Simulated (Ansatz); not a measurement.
Mulliken charges of C2H5AlBr, SMILES `C[CH2][Al][Br]` radical from PBE/def2-TZVPP in Ansatz (PBE0-D4/def2-TZVP geometry).

```csv
atom,x (Å),y (Å),z (Å),charge (e)
C1,-0.509,0.791,0.159,-0.248
C2,0.362,-0.346,0.681,-0.244
Al3,0.964,-1.649,-0.683,0.296
Br4,0.373,-1.228,-2.856,-0.244
H5,-1.428,0.419,-0.300,0.091
H6,-0.798,1.473,0.965,0.085
H7,0.007,1.380,-0.602,0.092
H8,1.271,0.036,1.162,0.086
H9,-0.154,-0.922,1.458,0.086
```

Problem. By hand: the dipole of these point charges (1 e Å = 4.8032 D).

Solution. Σ q r = (0.131, -0.086, 0.514) e Å, of length 0.537 e Å = 2.58 D.

Problem. How does the dipole of the full density compare? (An estimate is asked.)

Solution. The calculation gave: (0.023, 0.066, 0.428) e Å, 2.08 D; the point charges give 1.24 times that, at 21° from its direction.

Point charges leave out the atoms' own dipoles, such as those of lone pairs, and Mulliken's split depends on the basis, so the two needn't agree.
